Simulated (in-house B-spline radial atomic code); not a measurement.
**RPA and G0W0 on BLYP: Ne8+**

Configuration 1s2, mean-field start BLYP. Computed with a B-spline radial code for spherical atoms: all electrons, scalar-relativistic (spin-free one-electron X2C), finite nucleus, each spin shell either full or empty, empty states to l = 9 with an (l + 1/2)⁻⁴ tail; G0W0 by contour deformation at full frequency.

Command:
```bash
python run_gw.py task.json out
```
Settings (radii: box in bohr, nucleus in fm):
```
Z                        10
electrons                2
configuration            1s2
hamiltonian              x2c
method                   b88,lyp
lmax                     9
rms_radius               3.0055
spin_polarised           False
box_radius               7.7
intervals                68
ion_configuration        1s1
```

Time taken, with all properties: 0.9 s on 1 thread of Arm Neoverse V2, on a shared host.

Energies (hartree):

```tsv
term	value
mean-field total	-93.98578
Hartree-Fock functional on these orbitals	-93.97518
direct second order	-0.09478
second-order exchange	0.047391
SOSEX correction	0.046159
```

(1) What is the RPA correlation energy, and what remains with SOSEX?

Quasi-particle levels (eV):

```tsv
level	occupied	mean field	Σx - vxc	Σc	QP weight	G0W0
1s	yes	-1136.92	-59.57	?	?	?
2s	no	-261.02	22.42	-0.23	1.000	-238.83
```

G0W0 = mean field + (Σx - vxc) + Σc, with Σc (partial-wave tail included) taken at the quasi-particle energy.

(2) Where does G0W0 put 1s?

(3) What does it cost to remove one electron (to 1s1) by differences of total energies, each species on its own start (correlation terms add to the Hartree-Fock functional)?

Answers

(1) RPA gives -0.092316 hartree (-1.26 eV per electron); RPA + SOSEX gives -0.046157, and the second-order doubles -0.047389 hartree (no singles). SOSEX takes back 50 % of the RPA value, the self-correlation of each of the two electrons.

(2) At -1195.83 eV, with Σc = 0.67 eV and a quasi-particle weight of 0.997. The tabulated removal energy is 1195.808 eV (NIST, tabulated theory).

(3) BLYP 1195.79 eV, Hartree-Fock functional 1194.83 eV, + RPA 1196.71 eV, + RPA + SOSEX 1196.08 eV, + second order 1196.12 eV. Tabulated: 1195.808 eV (NIST, tabulated theory).
